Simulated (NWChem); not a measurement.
Molecule: C3H4FNSi; SMILES C#C/C=N/[SiH2]F

```xyz
10

C      0.0715    -3.5787     0.0000
C      0.1725    -2.3699     0.0000
C      0.3602    -0.9459     0.0000
N     -0.6079    -0.1233     0.0000
Si    -0.5212     1.6038     0.0000
F      1.0245     2.1249     0.0000
H     -0.0358    -4.6487     0.0000
H      1.4239    -0.6302     0.0000
H     -1.1749     2.1053    -1.2346
H     -1.1749     2.1053     1.2346
```
Atoms are numbered in this order, from 1.

Level: PBE0/def2-SVP (NWChem), optimised geometry, unscaled harmonic frequencies. 

Problem. List the harmonic frequencies with IR intensities, and the thermochemistry.

Solution. 
```json
[
 {"frequency (cm⁻¹)": "80", "IR intensity (km/mol)": "3.2"},
 {"frequency (cm⁻¹)": "115", "IR intensity (km/mol)": "0.0"},
 {"frequency (cm⁻¹)": "166", "IR intensity (km/mol)": "11.6"},
 {"frequency (cm⁻¹)": "196", "IR intensity (km/mol)": "7.9"},
 {"frequency (cm⁻¹)": "385", "IR intensity (km/mol)": "13.0"},
 {"frequency (cm⁻¹)": "388", "IR intensity (km/mol)": "23.8"},
 {"frequency (cm⁻¹)": "512", "IR intensity (km/mol)": "24.0"},
 {"frequency (cm⁻¹)": "674", "IR intensity (km/mol)": "99.8"},
 {"frequency (cm⁻¹)": "702", "IR intensity (km/mol)": "39.0"},
 {"frequency (cm⁻¹)": "742", "IR intensity (km/mol)": "32.4"},
 {"frequency (cm⁻¹)": "746", "IR intensity (km/mol)": "0.9"},
 {"frequency (cm⁻¹)": "826", "IR intensity (km/mol)": "28.0"},
 {"frequency (cm⁻¹)": "862", "IR intensity (km/mol)": "19.0"},
 {"frequency (cm⁻¹)": "941", "IR intensity (km/mol)": "492.3"},
 {"frequency (cm⁻¹)": "962", "IR intensity (km/mol)": "170.9"},
 {"frequency (cm⁻¹)": "1001", "IR intensity (km/mol)": "0.0"},
 {"frequency (cm⁻¹)": "1016", "IR intensity (km/mol)": "33.7"},
 {"frequency (cm⁻¹)": "1390", "IR intensity (km/mol)": "6.2"},
 {"frequency (cm⁻¹)": "1761", "IR intensity (km/mol)": "319.1"},
 {"frequency (cm⁻¹)": "2230", "IR intensity (km/mol)": "52.1"},
 {"frequency (cm⁻¹)": "2288", "IR intensity (km/mol)": "85.6"},
 {"frequency (cm⁻¹)": "2291", "IR intensity (km/mol)": "129.8"},
 {"frequency (cm⁻¹)": "3031", "IR intensity (km/mol)": "23.9"},
 {"frequency (cm⁻¹)": "3484", "IR intensity (km/mol)": "73.6"}
]
```

| Property | Value |
|---|---|
| zero-point energy | 38.3 kcal/mol |
| thermal correction to the enthalpy at 298.15 K (with zero-point energy) | 43.3 kcal/mol |
| heat capacity Cv | 23.9 cal/(mol K) |
| entropy at 298.15 K and 1 atm (symmetry number 1) | 83.5 cal/(mol K) |
| dipole moment | 1.43 D |

Rigid rotor and harmonic oscillator; modes under 100 cm⁻¹ make the entropy uncertain.
